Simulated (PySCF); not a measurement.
SMILES [SiH2](Br)[SiH2]C#C (C2H5BrSi2) at its PBE/def2-SVP optimised geometry (Å):

```
10

C      2.2418     0.9930     2.5787
C      1.8845     0.4481     1.5366
Si     1.2872    -0.3576     0.0000
Si    -1.0725    -0.3576     0.0000
Br    -1.7898     1.7767     0.0000
H      2.5622     1.4737     3.4943
H      1.7872     0.3889    -1.2057
H      1.7898    -1.7767    -0.0598
H     -1.6235    -1.0433     1.2195
H     -1.6167    -1.0359    -1.2285
```

Level of theory: PBE/def2-TZVP in PySCF.

Map of the log10 of the electron density (e/bohr³), floored at −4 on the plane z = 1.0 Å:

```
|000001111110000000000000000|
|000112222221100000000000000|
|001233444332210000000000000|
|012344555543321000000000000|
|023455666654321111111110000|
|123566777765432122222221100|
|134567888776432233344332210|
|234567888876543344555543321|
|234567888876543455666654321|
|134567788766544566777765432|
|123456777766545567888765432|
|123455667666555678999876432|
|012345667766666789999876432|
|012345677776666788999875432|
|002345778877766778888765421|
|002346789887766677777654321|
|002356899987666667776543210|
|001346799876655566666543210|
|001245678766554556665442100|
|001234566655444445555432100|
|000123445443323344554432100|
|000012233332212233443321000|
|000001112111001122332210000|
|000000000000000011121100000|
|000000000000000000000000000|
|000000000000000000000000000|
|000000000000000000000000000|
```
Scale: ten equal steps from -4.00 (start of '0') to -0.627 (end of '9'), in the order '0123456789'; x runs from -4.00 to 4.00, y from -4.00 (bottom) to 4.00 (top).
